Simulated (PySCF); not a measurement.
AlBr3, optimised at PBE/def2-SVP:

```xyz
4

Al     0.4635    -0.1804    -0.2994
Br    -0.1810     0.9962    -2.1059
Br    -0.1903    -2.3199    -0.0576
Br     1.7613     0.7830     1.2661
```

Method: PySCF energies (xtb for GFN2) plus ideal-gas RRHO corrections (1 bar). 6-31G* has spherical d functions here. All species are closed-shell singlets. B3LYP is the form with VWN-RPA correlation. Br: all electrons, no relativistic terms.

**Question.** List the harmonic frequencies (cm⁻¹, unscaled) at this level and at the other levels, each on its own geometry.

**Answer.** 
- PBE/def2-SVP: 89, 89, 166, 224, 500, 500
- B3LYP/6-31G*: 92, 93, 169, 226, 500, 500
- GFN2-xTB: 74, 74, 169, 241, 546, 546
- HF/6-31G*: 99, 99, 183, 241, 524, 524
- PBE0/def2-TZVP: 89, 90, 172, 231, 508, 509
